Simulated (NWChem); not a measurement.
System: C5H3NS; SMILES N#Cc1ccsc1

The following NWChem deck was run.

```
start job
memory heap 200 mb stack 900 mb global 1100 mb
geometry units angstroms noautoz
  N      0.225293    -3.265158     0.000000
  C      0.115547    -2.110599     0.000000
  C     -0.027741    -0.691404     0.000000
  C     -1.287502    -0.011266     0.000000
  C     -1.134992     1.346237     0.000000
  S      0.520923     1.803667     0.000000
  C      1.042448     0.180201     0.000000
  H     -2.250484    -0.521634     0.000000
  H     -1.913490     2.107948     0.000000
  H      2.101427    -0.073027     0.000000
end
basis spherical
  * library def2-tzvp
end
dft
  xc xctpssh
  iterations 150
  semidirect filesize 400000000
  mulliken
end
task dft energy
```

Parts of the log:

```
             Northwest Computational Chemistry Package (NWChem) 7.3.0
             --------------------------------------------------------

 CS  symmetry detected

                             Geometry "geometry" -> ""
                             -------------------------

 Output coordinates in angstroms (scale by  1.889725989 to convert to a.u.)

  No.       Tag          Charge          X              Y              Z
 ---- ---------------- ---------- -------------- -------------- --------------
    1 N                    7.0000     0.20094860    -3.26296759     0.00000000
    2 C                    6.0000     0.09921539    -2.10767498     0.00000000
    3 C                    6.0000    -0.03422301    -0.68752002     0.00000000
    4 C                    6.0000    -1.28923501     0.00134163     0.00000000
    5 C                    6.0000    -1.12731054     1.35775387     0.00000000
    6 S                   16.0000     0.53173819     1.80368438     0.00000000
    7 C                    6.0000     1.04198729     0.17663920     0.00000000
    8 H                    1.0000    -2.25573468    -0.50233307     0.00000000
    9 H                    1.0000    -1.90050517     2.12484763     0.00000000
   10 H                    1.0000     2.09918394    -0.08392973     0.00000000

 Effective nuclear repulsion energy (a.u.)     301.7779333572

      Symmetry information
      --------------------

 Group name             Cs
 Group number              2
 Group order               2
 No. of unique centers    10

                                 NWChem DFT Module
                                 -----------------

 Summary of "ao basis" -> "ao basis" (spherical)
 ------------------------------------------------------------------------------
       Tag                 Description            Shells   Functions and Types
 ---------------- ------------------------------  ------  ---------------------
 N                         def2-tzvp                11       31   5s3p2d1f
 C                         def2-tzvp                11       31   5s3p2d1f
 S                         def2-tzvp                13       37   5s5p2d1f
 H                         def2-tzvp                 4        6   3s1p

      Symmetry analysis of basis
      --------------------------

        a'        166
        a"         75

            General Information
            -------------------
          SCF calculation type: DFT
          Wavefunction type:  closed shell.
          No. of atoms     :    10
          No. of electrons :    56
           Alpha electrons :    28
            Beta electrons :    28
          Charge           :     0
          Spin multiplicity:     1
          Use of symmetry is: on ; symmetry adaption is: on
          Maximum number of iterations: 150
          AO basis - number of functions:   241
                     number of shells:    91
          Convergence on energy requested:  1.00D-06
          Convergence on density requested:  1.00D-05
          Convergence on gradient requested:  5.00D-04

              XC Information
              --------------
                  TPSS hybrid Method XC Functional
                     Hartree-Fock (Exact) Exchange  0.100
                  TPSS metaGGA Exchange Functional  0.900
             TPSS03 metaGGA Correlation Functional  1.000

             Grid Information
             ----------------
          Grid used for XC integration:  medium
          Radial quadrature: Mura-Knowles
          Angular quadrature: Lebedev.
          Tag              B.-S. Rad. Rad. Pts. Rad. Cut. Ang. Pts.
          ---              ---------- --------- --------- ---------
          N                   0.65       49          14.0       434
          C                   0.70       49          12.0       434
          S                   1.00       88          12.0       590
          H                   0.35       45          13.0       434
          Grid pruning is: on
          Number of quadrature shells:   517
          Spatial weights used:  Erf1

      Superposition of Atomic Density Guess
      -------------------------------------

 Sum of atomic energies:        -641.64712175

      Non-variational initial energy
      ------------------------------

 Total energy =    -645.774441
 1-e energy   =   -1476.566593
 2-e energy   =     529.014218
 HOMO         =      -0.265279
 LUMO         =      -0.027251

      Symmetry analysis of molecular orbitals - initial
      -------------------------------------------------

  Numbering of irreducible representations:

     1 a'          2 a"

  Orbital symmetries:

     1 a'          2 a'          3 a'          4 a'          5 a'
     6 a'          7 a'          8 a'          9 a'         10 a'
    11 a"         12 a'         13 a'         14 a'         15 a'
    16 a'         17 a'         18 a'         19 a'         20 a"
    21 a'         22 a'         23 a'         24 a"         25 a'
    26 a'         27 a"         28 a"         29 a"         30 a'
    31 a"         32 a'         33 a'         34 a'         35 a'
    36 a"         37 a'         38 a'

------------------------------------------------------------
EAF file 0: "./job.aoints.0" size=888668160 bytes
------------------------------------------------------------
               write      read    awrite     aread      wait
               -----      ----    ------     -----      ----
     calls:     1695         0         0         0         0
   data(b): 8.89e+08  0.00e+00  0.00e+00  0.00e+00
   time(s): 0.00e+00  0.00e+00  0.00e+00  0.00e+00  0.00e+00
rate(mb/s): 0.00e+00  0.00e+00
------------------------------------------------------------

     ---------------------------------------------
      Total Density - Mulliken Population Analysis
     ---------------------------------------------

[...]
```

Level: TPSSh/def2-TZVP. All runs use the structure optimised with PBE0/def2-SVP.
